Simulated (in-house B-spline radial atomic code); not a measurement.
## Excitations of Mo6+ by several methods

Full response, energies in eV; labels give the largest channel, * marks a mixed state, a dash one above the method's threshold, and an imaginary frequency an unstable closed-shell reference. Computed with an all-electron radial atomic-structure program (B-spline basis): linear response of the closed shell [Ar] 3d10 4s2 4p6 with each method's own kernel (bare exchange for TDHF, static screening on G0W0 levels for BSE, the adiabatic kernel for functionals); scalar-relativistic (spin-free one-electron X2C), finite nucleus, no spin-orbit coupling, no double excitations, S, P, D and F terms only; shells from n = 2 respond. Only terms of natural parity with L up to 3 were computed.

```csv
method,4p → 4d 3P,4p → 4d 3F,4p → 4d 1F,α (bohr³)
TDHF,38.07,38.78,42.30,1.788
BSE on G0W0@HF,38.62,39.50,42.58,1.766
LDA VWN5,38.75,39.44,41.88,1.784
PBE,?,?,?,?
PBE0,38.40,38.92,41.91,1.787
B3LYP (VWN-RPA),38.38,38.88,41.76,1.789
CAM-B3LYP,?,?,?,?
LC-wPBE,38.37,38.79,41.70,1.79
wB97X,38.56,39.12,41.76,1.792
HSE06,38.37,38.88,41.87,1.79
BHandHLYP,38.31,38.91,42.01,1.788
BLYP,38.26,38.64,41.50,1.793
PBEsol,38.46,38.99,41.77,1.787
BP86,38.51,38.86,41.69,1.787
LDA exchange-only,38.10,38.94,41.78,1.796
B97-1,38.64,39.18,41.81,1.787
RPBE,38.31,38.67,41.56,1.792
OLYP,38.17,38.74,41.64,1.781
```

(1) What does PBE give?

(2) What does CAM-B3LYP give?

## Answers

(1) 4p → 4d 3P: 38.36; 4p → 4d 3F: 38.77; 4p → 4d 1F: 41.63; α: 1.791 (eV, bohr³).

(2) 4p → 4d 3P: 38.37; 4p → 4d 3F: 38.91; 4p → 4d 1F: 41.79; α: 1.79 (eV, bohr³).
